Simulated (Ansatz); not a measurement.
The cluster ScAlN2⁺. The state is a doublet with charge 1. Geometry PBE0-D4/def2-TZVP, that of the neutral singlet; atoms count from 1.

```xyz
4

Al    0.373    0.556   -0.943
Sc   -0.410   -0.610    1.036
N    -0.190   -1.099   -0.792
N     0.226    1.153    0.699
```

The structure comes from a short search, and lower isomers may exist.

Q: Estimate the Mulliken populations from the PBE0/def2-TZVP orbitals of Ansatz.

A: 
```csv
atom,charge (e),spin (α − β),d electrons
Al1,0.67,-0.12,–
Sc2,1.20,-0.07,1.44
N3,-0.43,0.60,–
N4,-0.43,0.60,–
```
Mulliken values and Mayer orders depend strongly on the basis.

Q: Where does the spin sit?

A: Summed by element: Al -0.12, Sc -0.07, N 1.19, of 1 unpaired in all. Largest on single atoms: N3 0.60, N4 0.60, Al1 -0.12.

Q: And the Mayer bond orders between bonded heavy atoms (over 0.3)?

A: Al1–Sc2 0.47 (2.43 Å); Sc2–N3 1.26 (1.90 Å); Sc2–N4 1.26 (1.90 Å); Al1–N3 1.43 (1.75 Å); Al1–N4 1.43 (1.75 Å).
